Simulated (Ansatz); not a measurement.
```yaml
atoms:
  - { symbol: S, position_ang: [0.0250, 0.0428, -0.0730] }
  - { symbol: H, position_ang: [-0.0161, 0.0144, 1.2292] }
```

Basis set: cc-pVDZ (spherical functions). Frozen core: 5 orbitals. Charge 0, multiplicity 2.

Computed with Ansatz (development build ahead of 0.2.0); each method stands on the lowest determinant of its kind that the runs found.

The atomization energy at this shape (free ground-state atoms in the same class of orbitals less the molecule, no zero-point energy) of doublet SH:

| method | atomization energy |
| --- | --- |
| UHF-MP2 | 314.9 kJ/mol |

Task: What does UHF give?

Result: 241.4 kJ/mol.
